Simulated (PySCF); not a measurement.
C₂H₃AuN, doublet, at a GFN2-xTB geometry (such geometries of metal compounds can be far from the true shape) (the multiplicity is a formal guess) (core potentials on Au); DF-B3LYP5/def2-SVPD (PySCF).

The PySCF input:
```python
from pyscf import gto, scf, dft

mol = gto.Mole()
mol.atom = '''
    Au   -0.54339413   -0.35668584   -0.25701587
    C     2.63682431    1.86151860    1.47509506
    N     1.53316793    1.14161734    0.96100701
    C     1.27111041    0.47443271   -0.02646591
    H     2.33558046    2.90189346    1.61443911
    H     3.51578500    1.82487320    0.82077532
    H     2.89698662    1.44438510    2.45021541
'''
mol.basis = 'def2-svpd'
mol.ecp = {'Au': 'def2-svpd'}
mol.spin = 1
mol.verbose = 4
mol.build()

mf = dft.UKS(mol)
mf.xc = 'b3lyp5'
mf = mf.density_fit(auxbasis='def2-universal-jkfit')
mf.kernel()
```

It wrote (shortened):

```
PySCF version 2.14.0

[INPUT] verbose = 4
[INPUT] num. atoms = 7
[INPUT] num. electrons = 41
[INPUT] charge = 0
[INPUT] spin (= nelec alpha-beta = 2S) = 1
[INPUT] symmetry False subgroup None
[INPUT] Mole.unit = angstrom
[INPUT] Symbol           X                Y                Z      unit          X                Y                Z       unit  Magmom
[INPUT]  1 Au    -0.543394130000  -0.356685840000  -0.257015870000 AA   -1.026866083396  -0.674038550110  -0.485689603967 Bohr   0.0
[INPUT]  2 C      2.636824310000   1.861518600000   1.475095060000 AA    4.982875784495   3.517760329784   2.787525671099 Bohr   0.0
[INPUT]  3 N      1.533167930000   1.141617340000   0.961007010000 AA    2.897267490666   2.157344111654   1.816040052687 Bohr   0.0
[INPUT]  4 C      1.271110410000   0.474432710000  -0.026465910000 AA    2.402050548984   0.896547886435  -0.050013321537 Bohr   0.0
[INPUT]  5 H      2.335580460000   2.901893460000   1.614439110000 AA    4.413607411286   5.483783882066   3.050847762687 Bohr   0.0
[INPUT]  6 H      3.515785000000   1.824873200000   0.820775320000 AA    6.643870762854   3.448510560059   1.551040564602 Bohr   0.0
[INPUT]  7 H      2.896986620000   1.444385100000   2.450215410000 AA    5.474511298329   2.729492257403   4.630236071089 Bohr   0.0

nuclear repulsion = 135.2857972131
number of shells = 49
number of NR pGTOs = 180
number of NR cGTOs = 119
basis = def2-svpd
ecp = {'Au': 'def2-svpd'}

******** <class 'pyscf.df.df_jk.DFUKS'> ********
method = DFUKS
initial guess = minao
damping factor = 0
level_shift factor = 0
DIIS = <class 'pyscf.scf.diis.CDIIS'>
diis_start_cycle = 1
diis_space = 8
diis_damp = 0
SCF conv_tol = 1e-09
SCF conv_tol_grad = None
SCF max_cycles = 50
direct_scf = False
number electrons alpha = 21  beta = 20
XC library pyscf.dft.libxc version 7.1.2
    S. Lehtola, C. Steigemann, M. J. T. Oliveira, and M. A. L. Marques,  SoftwareX 7, 1–5 (2018)
XC functionals = b3lyp5
    P. A. M. Dirac,  Math. Proc. Cambridge Philos. Soc. 26, 376 (1930)
    F. Bloch,  Z. Phys. 57, 545 (1929)
    A. D. Becke,  Phys. Rev. A 38, 3098 (1988)
    C. Lee, W. Yang, and R. G. Parr,  Phys. Rev. B 37, 785 (1988)
    B. Miehlich, A. Savin, H. Stoll, and H. Preuss,  Chem. Phys. Lett. 157, 200 (1989)
    S. H. Vosko, L. Wilk, and M. Nusair,  Can. J. Phys. 58, 1200 (1980)
radial grids:
    Treutler-Ahlrichs [JCP 102, 346 (1995); DOI:10.1063/1.469408] (M4) radial grids

becke partition: Becke, JCP 88, 2547 (1988); DOI:10.1063/1.454033
pruning grids: <function nwchem_prune>
grids dens level: 3
symmetrized grids: False
atomic radii adjust function: <function treutler_atomic_radii_adjust>
small_rho_cutoff = 0
Set gradient conv threshold to 3.16228e-05
tot grids = 95872
******** <class 'pyscf.df.df.DF'> ********
auxbasis = def2-universal-jkfit
init E= -256.795152323145

cycle= 1 E= -266.370819375983  delta_E= -9.58  |g|=  1.6  |ddm|= 8.48
cycle= 2 E= -225.418932525856  delta_E=   41  |g|= 5.32  |ddm|= 11.1
cycle= 3 E= -268.155513007683  delta_E= -42.7  |g|= 0.386  |ddm|=  9.8
cycle= 4 E= -268.19104495675  delta_E= -0.0355  |g|= 0.317  |ddm|= 1.01
cycle= 5 E= -268.237592368815  delta_E= -0.0465  |g|= 0.102  |ddm|= 0.366
cycle= 6 E= -268.24202590762  delta_E= -0.00443  |g|= 0.0638  |ddm|= 0.164
cycle= 7 E= -268.243535993189  delta_E= -0.00151  |g|= 0.0301  |ddm|= 0.115
cycle= 8 E= -268.243917885861  delta_E= -0.000382  |g|= 0.0141  |ddm|= 0.0626
cycle= 9 E= -268.244026946483  delta_E= -0.000109  |g|= 0.00216  |ddm|= 0.0245
cycle= 10 E= -268.244030438428  delta_E= -3.49e-06  |g|= 0.00105  |ddm|= 0.00537
cycle= 11 E= -268.244031190564  delta_E= -7.52e-07  |g|= 0.000193  |ddm|= 0.00238
cycle= 12 E= -268.244031248765  delta_E= -5.82e-08  |g|= 9.28e-05  |ddm|= 0.00068
cycle= 13 E= -268.244031260693  delta_E= -1.19e-08  |g|= 4.35e-05  |ddm|= 0.000303
cycle= 14 E= -268.244031264257  delta_E= -3.56e-09  |g|= 3.76e-05  |ddm|= 0.000179
cycle= 15 E= -268.244031265883  delta_E= -1.63e-09  |g|= 9.72e-06  |ddm|= 0.000106
cycle= 16 E= -268.244031266121  delta_E= -2.39e-10  |g|= 4.68e-06  |ddm|= 4.65e-05
Extra cycle  E= -268.244031266149  delta_E= -2.76e-11  |g|= 4.66e-06  |ddm|= 1.51e-05
converged SCF energy = -268.244031266149  <S^2> = 0.75731076  2S+1 = 2.0072974
```
